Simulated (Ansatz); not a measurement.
C$_{3}$H$_{7}$AlSi, SMILES `CC1=C[SiH]1[AlH2]`, relaxed with RKS PBE0-D4/def2-TZVP in Ansatz 0.2.0 from a PBE-D4/def2-SVP geometry. The force threshold is 0.005 eV/Å; the program also tests the step.

Charge 0, multiplicity 1.

Start:

```xyz
12

C    -0.667    1.407   -1.486
C     0.058    0.849   -0.317
C     0.402    1.132    0.936
Si    1.083   -0.542    0.446
Al   -0.091   -2.521    1.205
H    -1.084    2.414   -1.275
H     0.011    1.478   -2.362
H    -1.500    0.738   -1.792
H     0.282    1.945    1.669
H     2.545   -0.578    0.062
H    -1.642   -2.359    1.583
H     0.604   -3.963    1.331
```

```tsv
step	energy (eV)	largest force (eV/Å)	largest move (Å)
1	-17688.7020	0.877	0.000
2	-17688.7485	0.477	0.030
3	-17688.7561	0.082	0.018
4	-17688.7564	0.100	0.015
5	-17688.7569	0.042	0.022
6	-17688.7573	0.006	0.008
7	-17688.7574	0.004	0.003
8	-17688.7574	0.006	0.014
9	-17688.7574	0.003	0.005
10	-17688.7574	0.002	0.003
```

End:

```xyz
12

C    -0.657    1.416   -1.479
C     0.063    0.835   -0.329
C     0.399    1.122    0.910
Si    1.052   -0.529    0.438
Al   -0.092   -2.524    1.215
H    -1.065    2.403   -1.245
H     0.012    1.508   -2.339
H    -1.476    0.761   -1.787
H     0.271    1.940    1.609
H     2.498   -0.600    0.065
H    -1.631   -2.395    1.593
H     0.625   -3.938    1.348
```

Run time 22 s (4 threads of an Intel Xeon 6975P-C on a shared host); peak host memory 0.61 GiB.
